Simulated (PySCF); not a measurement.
C4H11AlO3, SMILES C[O][Al]([O]C(C)C)[OH], GFN2-xTB optimised geometry.

```
19

Al     0.21    -0.39     0.00
O     -0.57    -1.85     0.00
H     -0.28    -2.75     0.00
O      1.87    -0.39     0.00
C      3.09     0.29     0.00
H      3.67     0.00     0.89
H      3.66     0.02    -0.89
H      2.95     1.38     0.01
O     -0.59     1.07     0.00
C     -1.86     1.67     0.02
C     -2.56     1.38     1.34
C     -2.69     1.18    -1.16
H     -1.69     2.75    -0.08
H     -2.69     0.31     1.44
H     -3.53     1.87     1.37
H     -1.95     1.73     2.17
H     -2.18     1.40    -2.10
H     -2.82     0.10    -1.08
H     -3.67     1.66    -1.17
```

Density from PySCF 2.14.0 with CAM-B3LYP/def2-SVP at that geometry.

Minimum of the electron density along straight lines between bonded atoms, close to the bond critical point (lines longer than 1.1 times the sum of covalent radii, or with two minima, are not listed):

```
bond     length / Å  ρ at the minimum / e bohr⁻³  ∇²ρ there / e bohr⁻⁵  position (fraction from the first atom)
-------  ----------  ---------------------------  --------------------  ---------------------------------------
Al1–O2        1.661                        0.107                  1.02                                     0.43
O2–H3         0.948                            …                     …                                     0.82
Al1–O4        1.661                        0.103                  1.00                                     0.43
O4–C5         1.397                        0.257                 -0.32                                     0.66
C5–H6         1.094                        0.281                 -1.07                                     0.64
C5–H7         1.094                        0.281                 -1.07                                     0.64
C5–H8         1.091                        0.282                 -1.08                                     0.64
Al1–O9        1.660                        0.105                  1.01                                     0.43
O9–C10        1.399                        0.256                 -0.31                                     0.66
C10–C11       1.525                        0.252                 -0.61                                     0.50
C10–C12       1.525                        0.252                 -0.61                                     0.50
C10–H13       1.102                        0.280                 -1.05                                     0.63
C11–H14       1.088                        0.276                 -1.02                                     0.63
C11–H15       1.087                        0.276                 -1.02                                     0.63
C11–H16       1.087                        0.277                 -1.03                                     0.63
C12–H17       1.087                        0.277                 -1.02                                     0.63
C12–H18       1.088                        0.277                 -1.03                                     0.63
C12–H19       1.087                        0.276                 -1.02                                     0.63
```

**Question.** Complete the blanks.

**Answer.** 
- O2–H3, ρ at the minimum / e bohr⁻³: 0.357
- O2–H3, ∇²ρ there / e bohr⁻⁵: -2.55
